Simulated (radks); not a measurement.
All-electron atom: K4+ in [Ne] 3s2 3p3 (the NIST ground configuration). Calculated with a radial shooting solver on a logarithmic mesh with Libxc functionals: scalar-relativistic Kohn-Sham, PBEsol, spin-polarised, spherical densities, finite nucleus; open shells are filled with parallel spins first; Fermi nuclear charge, rms radius 3.4349 fm.

Unscreened Slater integrals over Kohn-Sham orbitals (hartree). They are taken over the spin-up orbitals. Empty in this configuration: 3d.

| integral | value |
|---|---|
| F0(3p,3p) | 0.72985 |
| F2(3p,3p) | 0.37275 |
| F0(3p,3s) | 0.74942 |
| G1(3p,3s) | 0.50272 |
| F0(3p,2p) | 0.98328 |
| F2(3p,2p) | 0.19436 |
| G0(3p,2p) | 0.079074 |
| G2(3p,2p) | 0.081013 |
| F0(3p,2s) | 0.96690 |
| G1(3p,2s) | 0.060732 |
| F0(3p,3d) | 0.69240 |
| F2(3p,3d) | 0.34444 |
| G1(3p,3d) | 0.42697 |
| G3(3p,3d) | 0.26432 |
| F0(3s,3s) | 0.77112 |
| F0(3s,2p) | 1.0188 |
| G1(3s,2p) | 0.085597 |
| F0(3s,2s) | 1.0061 |
| G0(3s,2s) | 0.068434 |
| F0(3s,3d) | 0.71038 |
| G2(3s,3d) | 0.33190 |
| F0(2p,2p) | 2.6195 |
| F2(2p,2p) | 1.2217 |
| F0(2p,2s) | 2.4499 |
| G1(2p,2s) | 1.4373 |
| F0(2p,3d) | 0.88393 |
| F2(2p,3d) | 0.16064 |
| G1(2p,3d) | 0.11100 |
| G3(2p,3d) | 0.062693 |
| F0(2s,2s) | 2.3383 |
| F0(2s,3d) | 0.88169 |
| G2(2s,3d) | 0.096065 |
| F0(3d,3d) | 0.66290 |
| F2(3d,3d) | 0.32839 |
| F4(3d,3d) | 0.20923 |

Derived for the open shells (J is the average intra-shell exchange parameter used in DFT+U). 3p: J = F2/5 = 0.07455 hartree.
